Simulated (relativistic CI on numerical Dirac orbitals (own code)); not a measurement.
# Sensitivity of the levels of Ru⁹⁺ to α and to the nuclear radius

These numbers are calculated, not measured: Dirac-Coulomb-Breit CI, separate exchange-only KLI orbitals for each configuration, derivatives by finite differences, unscaled Slater integrals, QED left out (own radial code, finite nucleus).

CI space (outside the closed core [Ar] 3d10): 4s²4p⁵, 4s4p⁶, 4s²4p⁴4d, 4s4p⁵4d, 4s²4p⁴4f, 4s4p⁵4f. Double excitations out of closed p, d and f shells are left out; levels of such configurations are missing from the list, as are those of other unlisted configurations, and high levels can miss mixing partners.

With x = (α/α₀)² − 1 an excitation energy changes as ω = ω₀ + qx; K = 2q/ω₀ is the relative enhancement. Terms are leading LS components, so labels can repeat. The field-shift factor is F = δν/δ⟨r²⟩ for the transition from the lowest level.

Lowest level 4s²4p⁵ ²P°3/2.

| Level | ω₀ (cm⁻¹) | q (cm⁻¹) | K | F (GHz/fm²) |
| --- | --- | --- | --- | --- |
| 4s²4p⁵ ²P°1/2 | 32778 | 34880 | 2.13 | -0.577 |
| 4s4p⁶ ²S1/2 | 278100 | 41770 | 0.3 | -31.6 |
| 4s²4p⁴4d ⁴D5/2 | 367070 | 11120 | 0.0606 | 1.18 |
| 4s²4p⁴4d ⁴D7/2 | 368730 | 14080 | 0.0764 | 1.18 |
| 4s²4p⁴4d ⁴D3/2 | 368870 | 11130 | 0.0603 | 1.17 |
| 4s²4p⁴4d ⁴D1/2 | 373298 | 15330 | 0.0822 | 1.13 |
| 4s²4p⁴4d ⁴F9/2 | 385223 | 8905 | 0.0462 | 1.29 |
| 4s²4p⁴4d ⁴F7/2 | 392988 | 9615 | 0.0489 | 1.22 |
| 4s²4p⁴4d ²P1/2 | 400192 | 26140 | 0.131 | 1.05 |
| 4s²4p⁴4d ⁴F3/2 | 402679 | 14860 | 0.0738 | 1.19 |
| 4s²4p⁴4d ⁴F5/2 | 405263 | 30360 | 0.15 | 0.857 |
| 4s²4p⁴4d ⁴P1/2 | 406294 | 17100 | 0.0842 | 0.889 |
| 4s²4p⁴4d ⁴P3/2 | 409284 | 28340 | 0.139 | 0.989 |

At this charge energies of transitions that change n are usually good to better than 1 %, and those within a shell (Δn = 0) to a few per cent.
